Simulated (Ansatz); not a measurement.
Molecule: CdBr, charge 0, multiplicity 2. The spin state was set by rule; other spins were not relaxed. 
Geometry from a B3LYP-D3(BJ)/def2-TZVP (Ansatz, an electronic-structure program) optimisation:
SMILES: [Br][Cd]
```xyz
2

Cd     0.0000     0.0000    -1.0750
Br     0.0000     0.0000     1.4743
```
Charge 0, spin multiplicity 2.

Dipole moments at this geometry, in debye (magnitudes).

```
level               program  dipole (D)
------------------  -------  ----------
SVWN5/def2-TZVPD     Ansatz  (withheld)
BLYP/def2-TZVPD      Ansatz        3.16
r2SCAN/def2-TZVPD    Ansatz        3.50
B97M-V/def2-TZVPD    Ansatz        3.57
B3LYP/def2-TZVPD     Ansatz        3.50
PBE0/def2-TZVPD      Ansatz        3.65
HSE06/def2-TZVPD     Ansatz        3.63
LC-wPBE/def2-TZVPD   Ansatz        3.98
wB97X-V/def2-TZVPD   Ansatz        3.92
CCSD(T)/def2-SVPD    Ansatz  (withheld)
```

**Question.** What belongs in the gaps?

**Answer.** 
- SVWN5/def2-TZVPD, dipole (D): 3.18
- CCSD(T)/def2-SVPD, dipole (D): 3.78
